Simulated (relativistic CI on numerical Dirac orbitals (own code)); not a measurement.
**L2,3 absorption of manganese in several valence states**

Computed multiplet spectra 2p⁶3dⁿ → 2p⁵3dⁿ⁺¹ (Dirac-Coulomb-Breit ions, Slater integrals scaled by 0.8, an assumed crystal field that grows with the charge, no charge transfer; 300 K; Lorentzian 0.4 eV and Gaussian 0.3 eV FWHM at both edges, so that L2 comes out sharper than in experiment). Peaks over 5 % are given in eV from the highest peak in the L3 region of each spectrum (height, largest 100). S of the lowest state is read from ⟨S²⟩, and the branching ratio is the share of L3, cut at the minimum between the edges.

Field parameters in Wybourne normalisation: Oh B⁴₀ = 21Dq, B⁴₄ = √(5/14) B⁴₀. The field is a parameter set, without covalency.

- Mn²⁺ (d5, Oh, 10Dq = 8550 cm⁻¹): S = 2.50, high spin, branching ratio 0.76; peaks -1.2 (24), 0.0 (100), 1.4 (30), 3.5 (11), 9.8 (15), 11.4 (17), 12.0 (19), 12.2 (19)
- Mn³⁺ (d4, Oh, 10Dq = 11050 cm⁻¹): S = 2.00, high spin, branching ratio 0.65; peaks -4.2 (6), -3.2 (6), -1.0 (47), 0.0 (100), 0.6 (80), 1.5 (66), 2.9 (31), 6.6 (25), 7.9 (34), 8.9 (28), 11.6 (44), 14.3 (6)
- Mn⁴⁺ (d3, Oh, 10Dq = 13550 cm⁻¹): S = 1.50, branching ratio 0.58; peaks -1.7 (51), 0.0 (100), 0.9 (91), 2.9 (28), 4.3 (15), 7.5 (28), 8.8 (78), 10.3 (38), 11.2 (68)
- Mn⁵⁺ (d2, Oh, 10Dq = 16000 cm⁻¹): S = 1.00, branching ratio 0.58; peaks -4.8 (6), -2.2 (22), 0.0 (100), 2.0 (35), 3.1 (20), 4.0 (12), 5.0 (19), 5.7 (15), 7.0 (20), 7.7 (22), 8.8 (47), 10.4 (41), 11.5 (56), 13.3 (8)

The centroid of the whole edge, which also moves with the branching ratio, lies at 645.3 (Mn²⁺), 648.6 (Mn³⁺), 652.9 (Mn⁴⁺), 657.5 (Mn⁵⁺) eV in this ionic model, in steps of 3.3 to 4.6 eV. Compounds show about 1 to 2 eV a unit and lower energies for the high valences, since ligands screen the charge. The multiplet shape follows the d count and the spin state, and so serves as a fingerprint of valence.
